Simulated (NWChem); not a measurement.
# C2H6F2Si; SMILES FC[SiH2]CF

```xyz
11

F      1.8395     0.4008    -0.8922
C      1.3849    -0.6456    -0.1092
Si     0.0000     0.0000     1.0170
C     -1.3849     0.6456    -0.1092
F     -1.8395    -0.4008    -0.8922
H      0.9978    -1.4437    -0.7675
H      2.2308    -1.0662     0.4623
H     -0.5058    -1.1169     1.8709
H      0.5058     1.1169     1.8709
H     -2.2308     1.0662     0.4623
H     -0.9978     1.4437    -0.7675
```
Atoms are numbered in this order, from 1.

Computed with NWChem. Pople sets run with spherical d functions. Medium grid unless said otherwise, to which SCAN and Minnesota functionals are sensitive. Geometry: optimised at PBE0/def2-SVP. Total energies of different functionals are on different scales.

```json
[
 {"level": "B3LYP/6-31G*", "energy (Ha)": "-568.9588", "highest occupied level (eV)": "-7.91", "orbital gap (eV)": "8.73", "dipole (D)": "1.35"},
 {"level": "PBE/6-31G*", "energy (Ha)": "-568.4788", "highest occupied level (eV)": "-6.57", "orbital gap (eV)": "6.78", "dipole (D)": "1.11"},
 {"level": "M06/6-31G*", "energy (Ha)": "-568.8026", "highest occupied level (eV)": "-8.25", "orbital gap (eV)": "9.27", "dipole (D)": "1.53"},
 {"level": "SCAN/6-31G*", "energy (Ha)": "-568.8546", "highest occupied level (eV)": "-7.02", "orbital gap (eV)": "7.53", "dipole (D)": "1.31"},
 {"level": "RPBE/6-31G*", "energy (Ha)": "-568.8834", "highest occupied level (eV)": "-6.53", "orbital gap (eV)": "6.80", "dipole (D)": "1.09"},
 {"level": "TPSSh/6-31G*", "energy (Ha)": "-568.9608", "highest occupied level (eV)": "-7.38", "orbital gap (eV)": "8.07", "dipole (D)": "1.31"},
 {"level": "TPSS/6-31G*", "energy (Ha)": "-568.9916", "highest occupied level (eV)": "-6.73", "orbital gap (eV)": "7.12", "dipole (D)": "1.22"},
 {"level": "PW6B95/6-31G*", "energy (Ha)": "-569.5046", "highest occupied level (eV)": "-8.31", "orbital gap (eV)": "9.34", "dipole (D)": "1.41"}
]
```
